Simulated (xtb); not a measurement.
Input file for xtb: GFN1-xTB on C3H8 (a complex), monomers drawn apart or pushed together.

```
$ xtb mol.xyz --gfn 1 --sp --chrg 0 --uhf 0
11

C      0.01115426    -0.01386974    -0.44916871
H      0.57465502     0.14076704     0.46940554
H      0.58796746     0.34760544    -1.29957537
H     -0.19266256    -1.07662218    -0.57515471
H     -0.93059133     0.53087423    -0.39220906
C     -0.51989257     0.01717617     2.95603298
C      0.50581928     0.00248013     3.79406733
H     -0.91025950    -0.89234748     2.51606807
H     -1.01065804     0.94005177     2.67171913
H      0.89672843     0.91286578     4.23230805
H      0.99715908    -0.92068904     4.07688450
```

Q: What total energy does the run end on?

A: -10.6171 hartree.
